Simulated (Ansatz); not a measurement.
Stepwise reaction of `[SH][Ge]([SH])([Cl])[Cl]` with hydrogen sulfide, as a gas-phase model of exchange steps in deposition or etching. ΔE in kJ/mol; ΔG adds harmonic PBE0-D4 terms to CCSD(T)/CBS, at 1 bar.

Computed with Ansatz on PBE0-D4/def2-TZVP structures; ΔE is electronic, products minus reactants. CCSD(T)/CBS is the MP2 limit (def2-TZVPP, def2-QZVPP) plus CCSD(T) − MP2 in def2-TZVPP, frozen cores. This one scheme is used for every species. Functionals use def2-TZVPP. B3LYP here is the variant with VWN-RPA as its local correlation; programs differ in this. For Ge outer-core shells are correlated without core-valence functions, which leaves a few kJ/mol of doubt a bond. Scalar relativity is left out up to krypton. Each species was taken in one conformer, which may not be the lowest.

```json
{"step": "2", "reaction": "`[SH][Ge]([SH])([SH])[Cl]` + H₂S → `[SH][Ge]([SH])([SH])[SH]` + HCl", "PBE-D4": "19.7", "B3LYP-D4": "23.4", "ωB97M-V": "25.1", "CCSD(T)/CBS": "20.7", "ΔG(400 K)": "25.5"}
```

Task: Give the row of step 1, `[SH][Ge]([SH])([Cl])[Cl]` + H₂S → `[SH][Ge]([SH])([SH])[Cl]` + HCl. (Best estimate.)

Result: Ansatz gave: 
| step | reaction | PBE-D4 | B3LYP-D4 | ωB97M-V | CCSD(T)/CBS | ΔG(400 K) |
| --- | --- | --- | --- | --- | --- | --- |
| 1 | `[SH][Ge]([SH])([Cl])[Cl]` + H₂S → `[SH][Ge]([SH])([SH])[Cl]` + HCl | 15.3 | 19.2 | 21.1 | 17.3 | 17.8 |

Task: By hand: ΔE of the 2 steps together at CCSD(T)/CBS.

Result: (17.3) + (20.7) = 38.0 kJ/mol, or 19.0 kJ/mol a step.

In ΔE the steps differ by no more than 3.4 kJ/mol. All are uphill at CCSD(T)/CBS. ΔG lies between 17.8 and 25.5 kJ/mol a step. PBE-D4 differs from CCSD(T)/CBS by -2.0 to -1.0 kJ/mol a step. Isolated molecules leave out the surface, adducts and barriers. Largest T1 diagnostic: 0.011.
